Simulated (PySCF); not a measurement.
Species: tetramethylarsonium, C4H12As (charge +1).
Atom-mapped SMILES: `[CH3:1][As+:2]([CH3:3])([CH3:4])[CH3:5]` (hydrogens: H6, H7, H8 on C1; H9, H10, H11 on C3; H12, H13, H14 on C4; H15, H16, H17 on C5)

The calculation used core-valence-separated Tamm–Dancoff BHandHLYP/aug-pcX-1 (pcseg-1 on H, def2-SVPD on As) in PySCF, non-relativistic, gas phase, PBE0-D3(BJ)/def2-SVP geometry. No empirical shift is added; at this level the pattern usually sits a few eV under experiment.

**Question.** What does the C 1s absorption edge look like?

**Answer.** 
| E (eV) | f | core hole on | main final orbital |
| --- | --- | --- | --- |
| 285.58 | 0.2056 | C1/C3/C4/C5 | spread (4 roots, f summed) |
| 286.67 | 0.0298 | C1/C3/C4/C5 | LUMO (4 roots, f summed) |
| 287.33 | 0.2895 | C1/C3/C4/C5 | spread (8 roots, f summed) |

The first line with a tenth or more of the strongest one's intensity is at 285.58 eV (f = 0.206, sum of 4), with the hole on C1/C3/C4/C5 (methyl carbon). The strongest listed is at 287.33 eV (f = 0.290, sum of 8; C1/C3/C4/C5).

Roots within 0.03 eV whose holes lie on the same, on equivalent or on shared atoms are summed into one line, and the highest roots are left out, as the search may have cut off their partners. Final orbitals are the ground state's empty Kohn–Sham orbitals.

**Question.** What are the wavelength and the wavenumber of the 287.33 eV line?

**Answer.** λ = 12398.42 eV Å/287.33 eV = 43.150 Å; 2.3175 × 10⁶ cm⁻¹.

The list ends where the root search ended, not at a threshold. Relativistic effects, spin–orbit coupling among them, are left out although an element past zinc is present.
